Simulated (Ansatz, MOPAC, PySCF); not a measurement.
Noncovalent pair: GeH4 (SMILES [GeH4]) (first 5 atoms) with H4OSi (SMILES O[SiH3]); geometry from B3LYP-D3(BJ)/def2-TZVP.
(charge 0, multiplicity 1):
| atom | x (Å) | y (Å) | z (Å) |
|---|---|---|---|
| Ge | 0.3934 | -0.3922 | 0.4431 |
| H | -0.9029 | -1.1927 | 0.6254 |
| H | 1.3711 | -0.7001 | 1.5841 |
| H | 0.0843 | 1.1101 | 0.4010 |
| H | 1.0438 | -0.8014 | -0.8926 |
| O | -0.9202 | 0.4425 | 3.2962 |
| Si | -0.1468 | 0.3268 | 4.7545 |
| H | -1.8222 | 0.7705 | 3.2751 |
| H | -0.0362 | 1.6504 | 5.4154 |
| H | 1.1962 | -0.2023 | 4.4523 |
| H | -0.8612 | -0.5915 | 5.6750 |

Interaction energies are E(AB) − E(A) − E(B) at the monomers' geometry in the complex; basis-set methods are counterpoise corrected. Rows marked so take none.

Frozen-core correlation. Filled d and f shells under p-block atoms count as core. Rows in 6-31G*, STO-3G carry no dispersion term and start afresh at each structure (6-31G* with six Cartesian d functions); the Pople sets are all-electron and without relativity. MP2/6-31G* freezes PySCF's default core, which leaves 3d correlated. The state reached by PM3, PM6 isn't checked.

Programs: Ansatz (Gaussian orbitals); MOPAC for PM3, PM6 (differences of heats of formation); PySCF for 6-31G* rows, STO-3G rows, the dispersion terms. Values without a source in brackets are computed.

```tsv
level	interaction energy (kcal/mol)
PM3	2.27
PM6	53.22
HF/STO-3G (no counterpoise)	-0.64
BLYP-D4/def2-TZVPPD	-1.73
r2SCAN-D3(BJ)/def2-TZVPPD	-1.55
PBE0/def2-TZVPPD	-0.57
CAM-B3LYP-D3(BJ)/def2-TZVPPD	-1.82
MP2/6-31G* (no counterpoise)	-1.93
SCS-MP2/def2-SVPD	[?]
```

What belongs in the gaps?


- SCS-MP2/def2-SVPD, interaction energy (kcal/mol): -0.90

Ansatz is an electronic-structure program.
